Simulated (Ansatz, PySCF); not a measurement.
The pair A = C2H2 (SMILES C#C) (first 4 atoms), B = CH3Cl (SMILES CCl); geometry from B3LYP-D3(BJ)/def2-TZVP.
(charge 0, multiplicity 1):
```xyz
9

C      0.41052     0.07597     0.03502
C      0.55044    -0.81997    -0.74704
H      0.28304     0.85982     0.74465
H      0.67621    -1.60768    -1.44912
C     -0.30541    -0.74213     3.47662
Cl    -0.25631     1.05504     3.44667
H      0.45499    -1.08757     4.16997
H     -1.29411    -1.04564     3.80630
H     -0.10526    -1.10280     2.47218
```

Correlated levels freeze the cores. Rows in 6-31G* carry no dispersion term and start afresh at each structure (6-31G* with six Cartesian d functions).

Codes used: Ansatz (a quantum-chemistry and plane-wave program); PySCF for 6-31G* rows. 

Total energies (hartree), monomers frozen at their geometry in the pair:

```json
[
 {"structure": "AB", "HF/6-31G*": "-575.9117365", "HF/aug-cc-pV(D+d)Z": "-575.9537153", "CCSD(T)/aug-cc-pV(D+d)Z": "-576.5954623"},
 {"structure": "A in the pair's basis", "HF/6-31G*": "-76.8179626", "HF/aug-cc-pV(D+d)Z": "-76.8288248", "CCSD(T)/aug-cc-pV(D+d)Z": "-77.1197951"},
 {"structure": "B in the pair's basis", "HF/6-31G*": "-499.0930858", "HF/aug-cc-pV(D+d)Z": "-499.1243194", "CCSD(T)/aug-cc-pV(D+d)Z": "-499.4728280"},
 {"structure": "A", "HF/6-31G*": "-76.8174054", "HF/aug-cc-pV(D+d)Z": "-76.8286481", "CCSD(T)/aug-cc-pV(D+d)Z": "-77.1190353"},
 {"structure": "B", "HF/6-31G*": "-499.0929409", "HF/aug-cc-pV(D+d)Z": "-499.1240290", "CCSD(T)/aug-cc-pV(D+d)Z": "-499.4716469"}
]
```

**Question.** Work out the interaction energy without and with the counterpoise correction, and the superposition error, for each level.

**Answer.** 
E(AB) − E(A) − E(B), times 627.509 kcal/mol, with the monomers in their own basis and then in the pair's basis:
- HF/6-31G*: -0.87 uncorrected, -0.43 corrected; the monomers gain 0.44 kcal/mol from borrowed functions
- HF/aug-cc-pV(D+d)Z: -0.65 uncorrected, -0.36 corrected; the monomers gain 0.29 kcal/mol from borrowed functions
- CCSD(T)/aug-cc-pV(D+d)Z: -3.00 uncorrected, -1.78 corrected; the monomers gain 1.22 kcal/mol from borrowed functions
